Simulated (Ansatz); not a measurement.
Stepwise reaction of `[NH2][GeH2][Cl]` with hydrogen fluoride, as a gas-phase model of exchange steps in deposition or etching. ΔE in kJ/mol; ΔG adds harmonic PBE0-D4 terms to CCSD(T)/CBS, at 1 bar.

Isolated molecules relaxed with PBE0-D4/def2-TZVP in Ansatz; ΔE leaves out vibrations. CCSD(T)/CBS is the MP2 limit (def2-TZVPP, def2-QZVPP) plus CCSD(T) − MP2 in def2-TZVPP, frozen cores. This one scheme is used for every species. DFT in def2-TZVPP. B3LYP here is the variant with VWN-RPA as its local correlation; programs differ in this. For Ge outer-core shells are correlated without core-valence functions, which leaves a few kJ/mol of doubt a bond. Scalar relativity is left out up to krypton. Each species was taken in one conformer, which may not be the lowest.

```csv
step,reaction,PBE-D4,B3LYP-D4,ωB97M-V,CCSD(T)/CBS,ΔG(600 K)
2,`[NH2][GeH]([F])[Cl]` + H–F → `[NH2][Ge]([F])([F])[Cl]` + H₂,-41.7,-45.5,-45.8,-40.0,-39.5
```

Problem. Give the row of step 1, `[NH2][GeH2][Cl]` + H–F → `[NH2][GeH]([F])[Cl]` + H₂. (Best estimate.)

Solution. The calculation gave: 
```csv
step,reaction,PBE-D4,B3LYP-D4,ωB97M-V,CCSD(T)/CBS,ΔG(600 K)
1,`[NH2][GeH2][Cl]` + H–F → `[NH2][GeH]([F])[Cl]` + H₂,-48.1,-52.3,-52.6,-46.0,-46.3
```

Problem. By hand: ΔE of the 2 steps together at CCSD(T)/CBS.

Solution. (-46.0) + (-40.0) = -86.0 kJ/mol, or -43.0 kJ/mol a step.

In ΔE each step is higher than the one before. All are downhill at CCSD(T)/CBS. ΔG lies between -46.3 and -39.5 kJ/mol a step. PBE-D4 differs from CCSD(T)/CBS by -2.1 to -1.7 kJ/mol a step. Only this route is followed, and other bonds may react first. Isolated molecules leave out the surface, adducts and barriers. Largest T1 diagnostic: 0.011.
